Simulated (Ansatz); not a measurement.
`FB(F)Cl` + HI → `FB(F)I` + HCl at 500 K and 1 bar (ligand exchange at a B–Cl bond).

Computed with Ansatz on PBE0-D4/def2-TZVP structures; ΔE is electronic, products minus reactants. CCSD(T)/CBS adds triple-zeta CCSD(T) − MP2 to the extrapolated MP2 energy (def2 sets, frozen cores). This one scheme is used for every species. def2 core potentials past Kr. For I outer-core shells are correlated without core-valence functions, which leaves a few kJ/mol of doubt a bond.

| species | CCSD(T)/CBS energy (Eh) | H − E (kJ/mol) | S (J/(mol·K)) |
| --- | --- | --- | --- |
| `FB(F)Cl` | -684.31926 | 53.3 | 306.9 |
| HI | -298.03592 | 28.6 | 221.6 |
| `FB(F)I` | -521.96394 | 52.1 | 328.7 |
| HCl | -460.38127 | 32.5 | 201.9 |

H − E and S are ideal-gas, rigid-rotor, harmonic terms from PBE0-D4/def2-TZVP. 1 Eh = 2625.50 kJ/mol, R = 8.31446 J/(mol·K).

Task: By hand: ΔE, ΔH, ΔS and ΔG.

Result: ΔE = (-521.96394) + (-460.38127) − (-684.31926) − (-298.03592) = 0.00997 Eh = 26.2 kJ/mol. Δ(H − E) = 52.1 + 32.5 − 53.3 − 28.6 = 2.7, so ΔH = 28.9 kJ/mol. ΔS = 328.7 + 201.9 − 306.9 − 221.6 = 2.1 J/(mol·K). ΔG = 28.9 − 500 × (2.1)/1000 = 27.8 kJ/mol.

Task: By hand: the equilibrium constant, and the temperature at which ΔG would vanish if ΔH and ΔS stayed fixed.

Result: log₁₀ K = −ΔG/(RT ln 10) = -2.9. ΔG = 0 at ΔH/ΔS = 13762 K, far beyond where these terms or the molecules hold.

The number of gas molecules stays the same, so ΔS is small and ΔH decides. A doubt of 5 kJ/mol in ΔE shifts log₁₀ K by 0.5 here. These are equilibria of isolated gas molecules and say nothing of rates. Largest T1 diagnostic: 0.012 (customary marks: 0.02 for closed shells, 0.045 for open ones).
